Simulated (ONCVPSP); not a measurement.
**Transferability test, ONCV potential for Cl (Z = 17)**

* Element: chlorine
* Generator: ONCVPSP 4.0.1
* Type: optimised norm-conserving Vanderbilt (ONCV)
* Functional: PBEsol
* Relativity: fully relativistic
* Frozen core: [Ne]
* Valence charge: 7
* Reference configuration: 3s2 3p5
* Partial waves: 3s: rc 1.30 bohr, ncon 4, nbas 8, qcut 5.4 1/bohr, 2 projectors, debl 3 Ha; 3p: rc 1.40 bohr, ncon 4, nbas 7, qcut 6.2 1/bohr, 2 projectors, debl 3.2 Ha
* Local potential: polynomial inside 0.85 bohr (lpopt 5, dvloc0 6 Ha)
* Core correction: Teter function fitted to the true core (icmod 2), fcfact 0.75

Open shells are filled in proportion to 2j + 1.

Energies are relative to the spin-unpolarised reference configuration 3s2 3p5; without spin polarisation the order of configurations can differ from experiment.

Q: Give the all-electron excitation energy and the error of the potential for: 3s2 3p4; 3s2 3p3; 3s2 3p2; 3s2 3p4.5.

A:

```json
{"valence configuration": "3s2 3p4", "charge": "+1", "ΔE all-electron (eV)": "13.836", "error AE − PS (meV)": "+2.0"}
{"valence configuration": "3s2 3p3", "charge": "+2", "ΔE all-electron (eV)": "39.234", "error AE − PS (meV)": "+16"}
{"valence configuration": "3s2 3p2", "charge": "+3", "ΔE all-electron (eV)": "77.489", "error AE − PS (meV)": "+63"}
{"valence configuration": "3s2 3p4.5", "charge": "+0.5", "ΔE all-electron (eV)": "5.564", "error AE − PS (meV)": "+0.3"}
```
